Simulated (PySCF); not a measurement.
# Polarisability and C₆ of Ti⁺ (titanium, charge +1)

[Ar] 3d2 4s1, high-spin 4F determinant. Calculation: PySCF 2.14, in aug-cc-pVTZ (8s7p5d3f2g, 93 functions); no relativity, point nucleus. Coupled (time-dependent) response in atomic units; α is the mean over directions.

```
method  mean α (bohr³)  C₆ (like pair)  S(−4)
 B97-3           50.78           324.6   2244
```

S(−4) is the Cauchy moment in α(ω) = α(0) + S(−4) ω² + …

α(iu) at B97-3:

```json
{"u (hartree)": "0", "α(iu) (bohr³)": "50.78"}
{"u (hartree)": "0.0500", "α(iu) (bohr³)": "45.78"}
{"u (hartree)": "0.100", "α(iu) (bohr³)": "35.71"}
{"u (hartree)": "0.200", "α(iu) (bohr³)": "20.18"}
{"u (hartree)": "0.300", "α(iu) (bohr³)": "12.69"}
{"u (hartree)": "0.500", "α(iu) (bohr³)": "6.855"}
{"u (hartree)": "0.750", "α(iu) (bohr³)": "4.291"}
{"u (hartree)": "1.00", "α(iu) (bohr³)": "3.102"}
{"u (hartree)": "1.50", "α(iu) (bohr³)": "1.924"}
{"u (hartree)": "2.00", "α(iu) (bohr³)": "1.325"}
{"u (hartree)": "3.00", "α(iu) (bohr³)": "0.7376"}
{"u (hartree)": "5.00", "α(iu) (bohr³)": "0.3219"}
```

A single London oscillator, α(iu) = α/(1 + u²/ω²), gives C₆ = (3/4) ω α². Matching the computed C₆ needs ω = 4 × 324.6 / (3 × 50.78²) = 0.168 hartree.

For an ion, C₆ is the dispersion term alone; charge-induced terms of lower order in 1/R come first.
